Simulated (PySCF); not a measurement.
Computed with PBE-D3(BJ)/def2-TZVP // B3LYP-D3(BJ)/def2-TZVP (PySCF). All species are isolated molecules in the gas phase. One relaxed conformer stands for a flexible species; it need not be the lowest. 

Reference species (SMILES): `[H]/N=C(/C)N` (neutral, multiplicity 1).

```json
{
 "LUMO": "-0.19 eV",
 "HOMO–LUMO gap": "5.47 eV",
 "HOMO": "-5.66 eV"
}
```

After one change: the LUMO rises by 0.04 eV; the HOMO–LUMO gap drops by 0.17 eV; the HOMO rises by 0.21 eV.

Problem. Name the change that produced these shifts. The new species is one of these.
A) `C=NCN`
B) `C=C(N)N`
C) `C/N=C\N`
D) `[H]/N=C\CN`

Solution. C, `C/N=C\N`
